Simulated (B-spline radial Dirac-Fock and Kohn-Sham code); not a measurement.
## Two-hole binding energies of Pr⁴⁺

System: Pr⁴⁺ in the configuration [Xe] 4f1, inside a Watson sphere of charge -4 and radius 1.8 Å (a model of the Madelung potential; inside it an electron's potential energy is raised by 32.0 eV).

Input of the calculation (task.json; shells as n, l, electrons):

```json
{"items": [{
  "Z": 59,
  "q": 4,
  "cfg": [[1, 0, 2], [2, 0, 2], [2, 1, 6], [3, 0, 2], [3, 1, 6], [3, 2, 10], [4, 0, 2], [4, 1, 6], [4, 2, 10], [4, 3, 1], [5, 0, 2], [5, 1, 6]],
  "A": 141,
  "rrms": 4.8919,
  "watson": [-4, 1.8],
  "do": ["binding", "quiet", "double"]
}]}
```

Run with: `python xray_run.py task.json out`

Model: ΔSCF Dirac-Fock with Breit, self-energy and vacuum polarisation, finite nucleus, configuration average. Program: an atomic code on a B-spline grid. U is the two-hole binding energy less the two single-hole energies, the effective repulsion of the holes after relaxation. Each two-hole energy is an average over J within one jj subconfiguration.

| holes | E(a) (eV) | E(b) (eV) | E(ab) (eV) | U (eV) |
| --- | --- | --- | --- | --- |
| 1s⁻¹ 3p3/2⁻¹ | 42013.9 | 1273.4 | 43371.4 | 84.1 |
| 1s⁻¹ 3d5/2⁻¹ | 42013.9 | 960.5 | 43052.3 | 78.0 |
| 2s⁻² | 6868.1 | 6868.1 | 13904.7 | 168.4 |
| 2s⁻¹ 2p3/2⁻¹ | 6868.1 | 5991.8 | 13012.8 | 152.9 |
| 2s⁻¹ 3p1/2⁻¹ | 6868.1 | 1369.5 | 8312.9 | 75.3 |
| 2s⁻¹ 3d3/2⁻¹ | 6868.1 | 980.6 | 7928.0 | 79.3 |
| 2p3/2⁻¹ 3s⁻¹ | 5991.8 | 1539.1 | 7603.3 | 72.3 |
| 2p3/2⁻¹ 3p1/2⁻¹ | 5991.8 | 1369.5 | 7438.8 | 77.4 |
| 2p3/2⁻¹ 3d3/2⁻¹ | 5991.8 | 980.6 | ? | ? |
| 3p1/2⁻¹ 3p3/2⁻¹ | 1369.5 | 1273.4 | 2698.0 | 55.1 |
| 4d3/2⁻² | 143.6 | 143.6 | 312.0 | 24.7 |
| 5p1/2⁻² | 37.43 | 37.43 | 89.44 | 14.6 |
| 5p1/2⁻¹ 5p3/2⁻¹ | 37.43 | 33.86 | 84.77 | 13.5 |
| 5p3/2⁻² | 33.86 | 33.86 | 81.28 | 13.6 |

Question: Give the missing two-hole energy and U.

Answer: E(ab) = 7053.2 eV and U = 80.8 eV.
